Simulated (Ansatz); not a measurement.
The input (input.yaml):

```yaml
crystal:
  periodic: [false, false, false]
  atoms:
    - { symbol: Ta, position_ang: [0.086902, 0.195798, 0.116964] }
    - { symbol: "N", position_ang: [2.211221, -0.128698, 0.264038] }
    - { symbol: H, position_ang: [2.533412, -0.838052, 0.933963] }
    - { symbol: H, position_ang: [2.75146, -0.202569, -0.606936] }
    - { symbol: Cl, position_ang: [0.094092, -0.697789, 2.310471] }
    - { symbol: Cl, position_ang: [0.575589, 0.802528, -2.097904] }
    - { symbol: Cl, position_ang: [-1.73627, 1.616051, 0.423047] }
    - { symbol: F, position_ang: [-0.698801, -1.406062, -0.478979] }
    - { symbol: O, position_ang: [1.203299, 1.924759, 0.868962] }
    - { symbol: H, position_ang: [1.029416, 2.469941, 1.65743] }
    - { symbol: H, position_ang: [2.059183, 1.184991, 0.807743] }
basis:
  gaussian: { orbitals: def2-SVP }
hamiltonian:
  xc: pbe
md:
  timestep: 0.5
  n_steps: 200
  ensemble: nve
  temperature: 300.0
  initial_velocities: maxwell_boltzmann
  seed: 10983
```

Launched with:

```bash
$ ansatz run input.yaml --threads 4 --pin off --max-ram 5120MiB --backend cpu --events-out ev --progress --plain --runs-dir out
```

Hardware: 4 threads of Intel(R) Xeon(R) 6975P-C (Granite Rapids) (shared host).

Question: Roughly how long does this run take, and how much memory?

Answer: 4 min, with a peak of 0.27 GiB, for 201 ionic steps.
